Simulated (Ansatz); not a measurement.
Consider the atomization: `C#CN1CS[SiH2]1` → 3 C• + 5 H• + N• + S• + Si•.

Isolated molecules relaxed with PBE0-D4/def2-TZVP in Ansatz; ΔE leaves out vibrations. CCSD(T)/CBS adds triple-zeta CCSD(T) − MP2 to the extrapolated MP2 energy (def2 sets, frozen cores). This one scheme is used for every species, atoms too. For atomizations the MP2-based limit and the directly extrapolated one differ by several kJ/mol either way, and by 10 to 25 for some Ge, Se and Sn compounds, so smaller differences from it don't rank the levels. DFT in def2-TZVPP. Open shells (•) are unrestricted, without spin–orbit coupling. Spin–orbit coupling would lower the free atoms: a little for C, S, Si.

CCSD(T)/CBS gives +4283.9 kJ/mol.

(1) Another level gave +4145.8 kJ/mol. Which?
A. BHLYP-D4/def2-TZVPP
B. SCS-MP2/def2-TZVPP
C. CCSD/def2-TZVPP
D. CAM-B3LYP/def2-TZVPP

(2) What do rigid-rotor, harmonic-oscillator terms from PBE0-D4/def2-TZVP frequencies (298.15 K, 1 bar) make of the CCSD(T)/CBS value? (Best estimate.)

Largest T1 diagnostic among the species: 0.012.

Results:

(1) A. BHLYP-D4 4145.8, CCSD/def2-TZVPP 4058.3, SCS-MP2/def2-TZVPP 4229.9, CAM-B3LYP 4278.4 kJ/mol.

(2) The calculation gave: ΔZPE = -188.5 kJ/mol, ΔH = +4142.6 kJ/mol, ΔS = 1191 J/(mol·K), ΔG = +3787.4 kJ/mol. Open shells count their whole term as degenerate.

In def2-TZVPP, CCSD(T) changes the Hartree–Fock value by +1167.0 kJ/mol (the triples alone add +89.1 kJ/mol) and MP2 by +1282.8 kJ/mol; breaking electron pairs costs correlation energy, which Hartree–Fock lacks. From BLYP to BHLYP (50 % exact exchange), in def2-TZVPP and without D4, ΔE moves by −132.8 kJ/mol: exact exchange takes away binding that semilocal exchange gives to molecules. The D4 term adds +49.6 kJ/mol with B3LYP and +26.0 kJ/mol with PBE0; it sums over pairs of atoms, weighted by their polarisabilities, and B3LYP, whose exchange is more repulsive, gets the larger term.

B3LYP here is the variant with VWN-RPA as its local correlation; programs differ in this.
